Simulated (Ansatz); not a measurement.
Ansatz (an electronic-structure program) input (RI-MP2/def2-QZVPPD):
A basis named .json is the Basis Set Exchange file of that set.

Ansatz 0.2 input:
```yaml
crystal:
  periodic: [false, false, false]
  atoms:
    - {symbol: Si, position_ang: [-1.02909718, 0.09598792, 0.19603010]}
    - {symbol: P, position_ang: [1.16264179, -0.17498748, -0.28686021]}
    - {symbol: H, position_ang: [-1.82509624, -0.83302336, -0.63823404]}
    - {symbol: H, position_ang: [-1.45804519, 1.48794000, -0.08774552]}
    - {symbol: H, position_ang: [-1.28854722, -0.19745417, 1.62733475]}
    - {symbol: H, position_ang: [1.53942232, 0.82351881, 0.65712658]}
basis:
  gaussian:
    orbitals: def2-QZVPPD.json
    fitting: {mean_field: def2-universal-jkfit, correlation: def2-QZVPPD-RIFIT.json}
magnetization: {spin_polarized: true, initial_magnetization: 1}
correlation: {method: mp2, electrons: outside_noble_gas}
```

End of the output:

```
integrals: 0.32 GiB planned
328 factors; integrals over basis functions are off by at most 2.8e0 eV
mean field: 0.73 GiB planned
mean field evaluation 1: about -17196.8272 eV, gradient 9.2e0 eV
mean field evaluation 2: about -17197.8803 eV, gradient 3.3e0 eV
mean field evaluation 4: about -17198.0689 eV, gradient 3.2e-1 eV
mean field evaluation 8: about -17198.0711 eV, gradient 2.2e-6 eV
mean field -17198.07107997 eV, -632.0174549177 hartree, gradient 2.2e-6 eV, S^2 0.769072; 0 other end points of the search recorded, 0 dependent functions left out
10 core orbitals not correlated
626 factors; their error is unknown
reference -17198.07107997 eV, -632.0174549177 hartree; 7, 6 occupied and 267, 268 virtual orbitals, 626 factors
second order -7.60340763 eV of doubles, -0.00000000 eV of singles
Total energy: -17205.67448760 eV, -632.2968749944 hartree
```

It need not be the lowest isomer of its formula.
